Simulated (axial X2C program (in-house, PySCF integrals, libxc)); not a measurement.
# Curves of YbCl⁺ from open-shell CI on f12 s1 d(πδ)1

Calculated with an axial X2C code built on PySCF integrals: two-component X2C with atomic mean-field Coulomb and Gaunt terms, basis Yb dyall-v3z, Cl dyall-v3z (cores contracted in-house). Orbitals come from Hartree–Fock averaged over the configuration Yb f12 s1 d(πδ)1; CI then distributes these electrons over the f, s, d(πδ) shells of Yb, the count in the first shell held.

Scan along the bond; masses Yb 173.939 u, Cl 34.969 u. Energies in cm⁻¹ from the lowest point; levels are followed by energy order within each Ω. Lowest level at 2.298 Å: 99% f12 s1 d(πδ)1.

```csv
R (Å),(1)Ω=4,(1)Ω=5,(1)Ω=3,(1)Ω=2,(1)Ω=1,(1)Ω=0,(2)Ω=0,(1)Ω=6,(2)Ω=5
2.137,2171,2328,2385,2846,3429,3857,4399,4429,4463
2.218,403,579,615,1073,1662,2123,2594,2750,2780
2.298,0,194,209,665,1259,1754,2152,2431,2459
2.390,724,940,928,1379,1976,2509,2826,3243,3270
2.482,2330,2571,2527,2972,3566,4130,4379,4930,4956
2.585,4810,5082,4997,5431,6018,6600,6802,7490,7512
2.712,8447,8764,8616,9033,9602,10170,10373,11209,11224
```

(1) Fit the curves (1)Ω=4, (1)Ω=5, (1)Ω=3, (1)Ω=2, (1)Ω=1, (1)Ω=0, (2)Ω=0, (1)Ω=6, (2)Ω=5 near their minima.

The 9 lowest curves are shown; the next is (1)Ω=7, from 2523 cm⁻¹.

Dynamic correlation is missing, so gaps between terms are too wide and other configurations may lie lower; the lowest level listed is that of this model, not necessarily the ground state. With the count in the first shell held, other counts are excluded: this configuration can lie several eV above the ground configuration of the molecule. At most 4 roots were kept for each Ω > 0 (twice that for Ω = 0) within 2.2 eV of the lowest, so higher up levels can be missing between those listed; levels with Ω > 0 are doubly degenerate and listed once, Ω = 0 levels singly.

## Answers

(1) From the open-shell CI curves, Te from the lowest:

| level | Te (cm⁻¹) | Re (Å) | ωe (cm⁻¹) |
| --- | --- | --- | --- |
| (1)Ω=4 | 0 | 2.287 | 427.9 |
| (1)Ω=5 | 192 | 2.285 | 429.2 |
| (1)Ω=3 | 209 | 2.287 | 427.4 |
| (1)Ω=2 | 665 | 2.287 | 426.9 |
| (1)Ω=1 | 1259 | 2.287 | 426.6 |
| (1)Ω=0 | 1749 | 2.284 | 428.9 |
| (2)Ω=0 | 2157 | 2.290 | 423.9 |
| (1)Ω=6 | 2416 | 2.281 | 432.1 |
| (2)Ω=5 | 2445 | 2.281 | 432.3 |

Without dynamic correlation distances can be off by several hundredths of an Å (long for ionic bonds, short for multiple bonds) and the wavenumbers are rough.
